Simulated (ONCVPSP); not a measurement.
**O (Z = 8): excitation energies, all-electron against ONCV**

| Property | Result |
| --- | --- |
| Element | O (Z = 8) |
| Generator | ONCVPSP 4.0.1 |
| Type | optimised norm-conserving Vanderbilt (ONCV) |
| Functional | PBE |
| Relativity | scalar-relativistic |
| Frozen core | [He] |
| Valence charge | 6 |
| Reference configuration | 2s2 2p4 |
| Partial waves | 2s: rc 1.00 bohr, ncon 3, nbas 6, qcut 6.1 1/bohr, local; 2p: rc 2.00 bohr, ncon 3, nbas 6, qcut 7.2 1/bohr, 2 projectors, debl 2.7 Ha |
| Local potential | the s channel |
| Core correction | Teter function, fcfact 2.5, rcfact 1.1 |

Energies are relative to the spin-unpolarised reference configuration 2s2 2p4; without spin polarisation the order of configurations can differ from experiment.

```
valence configuration  charge  ΔE all-electron (eV)  error AE − PS (meV)
              2s2 2p3      +1                16.431                 +109
              2s2 2p0      +4               180.790                +7157
```

Task: What are ΔE and the potential's error for 2s2 2p2?

Result: ΔE = 50.017 eV all-electron; the error (AE − PS) is +795 meV.

Task: What are ΔE and the potential's error for 2s2 2p1?

Result: ΔE = 103.885 eV all-electron; the error (AE − PS) is +2803 meV.

Levels in the configuration 2s2 2p3:

| level | all-electron (eV) | pseudo (eV) |
| --- | --- | --- |
| 2s | -39.664 | -39.595 |
| 2p | -24.450 | -24.153 |
